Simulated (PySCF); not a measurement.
Compound: C4H12BP.
Z-matrix (Å and degrees, PBE0-D3(BJ)/def2-SVP geometry), rows numbered from 1:
```
C 
B   1  1.5704
P   2  1.9076  1  119.12
C   2  1.5836  1  119.79  3  -173.93
C   4  1.5257  2  116.54  1   147.47
C   4  1.5381  2  105.92  1   -88.39
H   1  1.1079  2  105.94  3    89.57
H   1  1.1019  2  112.23  3  -155.56
H   1  1.0996  2  116.03  3   -28.78
H   3  1.4224  2  100.67  1    46.46
H   3  1.4224  2  102.00  1   146.88
H   4  1.1067  2  107.34  1    25.61
H   5  1.1026  4  111.32  2  -179.86
H   5  1.1014  4  111.88  2   -59.43
H   5  1.1024  4  111.54  2    60.85
H   6  1.1028  4  110.71  2   175.02
H   6  1.1015  4  112.39  2    54.81
H   6  1.1025  4  111.12  2   -65.72
```

Linear response at CAM-B3LYP/def2-SVPD (PySCF, frozen core in the response, non-relativistic).

Static isotropic polarisability: 91.40 au (13.54 Å³), principal values 80.1, 93.0, 101.2 au.

What is the polarisability at 1064 nm and at the sodium D line?

92.29 au at 1064 nm (+1.0 %), 94.42 au at 589.3 nm (+3.3 %). The rise at 589.3 nm is 3.40 times that at 1064 nm; a pure ω² law gives 3.26. The lowest singlet lies at 241 nm, shorter than both wavelengths.

What is the isotropic C6 coefficient between two such molecules, C6 = (3/π)∫α(iω)² dω?

3205 au (Eh·bohr⁶) by a ten-point quadrature over imaginary frequencies, which is 1920 eV·Å⁶ or 185 J·nm⁶/mol.

Which effective excitation energy ω̄ makes London's formula C6 = (3/4)α²ω̄ exact here?

ω̄ = 4·C6/(3α²) = 0.512 Eh = 13.9 eV. A one-pole form α(ω) = α/(1 − ω²/ω̄²) fitted to the 1064 nm value gives 11.9 eV. London's choice of the ionisation energy (9.12 eV, ΔSCF at the same level) gives C6 = 2100 au, 34 % too low.

The lowest 10 singlets have (eV, f): 5.14, 0.052; 6.08, 0.031; 6.42, 0.056; 6.62, 0.029; 6.63, 0.059; 7.60, 0.064; 7.70, 0.089; 7.83, 0.007; 7.86, 0.033; 8.07, 0.008. What share of the static polarisability do they carry in the sum over states α = Σ f/ω²?

7.09 au, 7.8 % of α; the largest term, 1.47 au, is that of the state at 5.14 eV. Their oscillator strengths add up to 0.43. Higher states carry the rest.

How anisotropic is the static polarisability, by Δα² = ½[(α1 − α2)² + (α2 − α3)² + (α3 − α1)²]?

Δα = 18.4 au, or 0.20 of the isotropic value.

How many electrons N does the Slater–Kirkwood formula C6 = (3/4)·√N·α^(3/2) need to give this C6?

N = (4·C6/3)²/α³ = 23.9; the species has 56 electrons in all.

What molar refraction at the D line follows from R = (4π/3)·N_A·α′, with α′ the polarisability volume?

α′ = 13.99 Å³ gives R = 35.30 cm³/mol, for isolated, non-vibrating species.

What three-body coefficient follows from the one-pole estimate C9 = (3/4)·α·C6?

220000 au. This is an estimate from the two numbers above, not a computed integral.

One conformer stands for the species.
